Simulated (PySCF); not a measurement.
A side-by-side comparison of computed properties.

First species: C6H7FO2Si.
Numbering: `[CH3:1][C:2]#[C:3][C:4]1=[C:5]([O:6][SiH2:7][OH:8])[C@H:9]1[F:10]` (hydrogens: H11, H12, H13 on C1; H14, H15 on Si7; H16 on O8; H17 on C9)

Structure used (GFN2-xTB), in Å, numbered top down from 1:
```xyz
17
C6H7FO2Si angstrom
C      4.2220    0.9107   -0.2919
C      2.8807    0.4238   -0.0822
C      1.7523    0.0386    0.0979
C      0.4773   -0.4531    0.2873
C     -0.8190   -0.3124    0.4852
O     -1.8727    0.4418    0.6549
Si    -3.4755    0.0323    0.6026
O     -4.2163    1.4119    0.9882
C     -0.3527   -1.7011    0.3522
F     -0.6339   -2.3806   -0.8320
H      4.5894    0.5769   -1.2625
H      4.8840    0.5273    0.4848
H      4.2360    2.0002   -0.2633
H     -3.7898   -0.9230    1.6528
H     -3.7910   -0.4061   -0.7499
H     -3.7904    2.2582    0.8743
H     -0.3074   -2.4331    1.1514
```

Second species: CH13NOSi4.
InChI=1S/CH13NOSi4/c1-5-3-7(2)6-4/h7H,2,5-6H2,1,4H3/t7-/m1/s1

Levels: PBE0/pcSseg-1 for dipole moment, HOMO energy, LUMO energy and HOMO–LUMO gap; GFN2-xTB for rotational constant A and rotational constant C. Geometries: GFN2-xTB. All species are isolated and taken at one optimised geometry, non-relativistic unless stated. Electronic properties by PySCF.

The conformers computed, where there is a choice (atom-mapped SMILES and torsion angles):
- `[CH3:1][C:2]#[C:3][C:4]1=[C:5]([O:6][SiH2:7][OH:8])[C@H:9]1[F:10]`: C4–C5–O6–Si7 167°, C5–O6–Si7–O8 177°, H–O8–Si7–O6 22°
- `[CH3:1][SiH2:2][O:3][Si@@H:4]([NH2:5])[SiH2:6][SiH3:7]`: C1–Si2–O3–Si4 52°, Si2–O3–Si4–N5 -36°, O3–Si4–Si6–Si7 -2°, H–N5–Si4–O3 -44°, H–N5–Si4–O3 177°

```json
{"property": "dipole moment", "column X": "2.08 D", "column Y": "2.39 D"}
{"property": "HOMO energy", "column X": "-7.31 eV", "column Y": "-6.75 eV"}
{"property": "LUMO energy", "column X": "-0.54 eV", "column Y": "-0.60 eV"}
{"property": "HOMO–LUMO gap", "column X": "6.77 eV", "column Y": "6.15 eV"}
{"property": "rotational constant A", "column X": "1.438 GHz", "column Y": "2.142 GHz"}
{"property": "rotational constant C", "column X": "0.552 GHz", "column Y": "0.382 GHz"}
```

(1) Which column belongs to which species?

(2) How does each property change from the first species to the second?

Answers

(1) Column X is the second species and column Y the first. The first has 17 atoms and 82 electrons, the second 20 and 90.

(2) dipole moment -0.31 D; HOMO energy -0.56 eV; LUMO energy +0.06 eV; HOMO–LUMO gap +0.62 eV; rotational constant A -0.704 GHz; rotational constant C +0.170 GHz.

On the first: The dipole equals about 8.0 × 10⁻³⁰ C·m (1 D = 3.33564 × 10⁻³⁰ C·m).

On the second: A dipole of 2.08 D is allowed in C1, and pure rotational transitions are dipole-allowed. The dipole matches unit charges of opposite sign 0.43 Å apart (1 e·Å = 4.8032 D).
